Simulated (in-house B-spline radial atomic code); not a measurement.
Atomic self-consistent-field run: Mn8+. Method: scalar-relativistic (X2C) r2SCAN, spin-polarised, spherical fractional occupations, Fermi nucleus of rms radius 3.7057 fm. Calculated with an all-electron radial atomic-structure program (B-spline basis).

Command:
```bash
python run_scf.py task.json out
```
Settings (nuclear radius in fm, mass in u):
```
Z                25
configuration    [Ne] 3s2 3p5
hamiltonian      x2c
method           r2scan
spin_polarised   True
nucleus          fermi
rms_radius       3.7057
atomic_mass      54.93804
speed_of_light   137.035999084
```

Output (hartree, bohr):
```
 radial grid: 64 intervals, B-splines of order 8, outer radius 7.931 bohr

 iter        energy (Eh)    residual
    1       -1136.722153    6.24e-02
    2       -1136.725605    1.88e-03
    3       -1136.725611    9.45e-04
    4       -1136.725612    4.79e-04
    5       -1136.725612    2.96e-05
    6       -1136.725612    3.23e-06
    7       -1136.725612    4.79e-07
    8       -1136.725612    3.34e-08

 total energy                     -1136.72561
 kinetic                            1151.7177
 electron-nucleus                  -2603.0673
 Hartree                             361.5773
 exchange-correlation                -46.9533

 orbital      occ     eigenvalue          <r>       <r^2>       <1/r>       r_max
 1s up      1.000      -243.5784    0.0606256   0.0049575     25.2333     0.03954
 1s down    1.000      -243.5468    0.0606187  0.00495631     25.2356     0.03954
 2s up      1.000       -34.3022     0.277827   0.0911976     5.38425       0.232
 2s down    1.000       -34.2911     0.277789   0.0911384     5.38249      0.2321
 2p up      3.000       -30.0432      0.24605   0.0743782     5.21967      0.1882
 2p down    3.000       -30.0140     0.246108   0.0743835     5.21729      0.1883
 3s up      1.000        -9.0692     0.779646    0.692463     1.83012      0.7048
 3s down    1.000        -8.9624     0.781978    0.696838     1.82376      0.7059
 3p up      3.000        -7.7998     0.792856    0.725308     1.72633      0.7069
 3p down    2.000        -7.6943     0.795539    0.730692     1.72127      0.7081
```

Cost of the run: 0.17 s on 1 thread of AMD EPYC 9R14 (shared host).
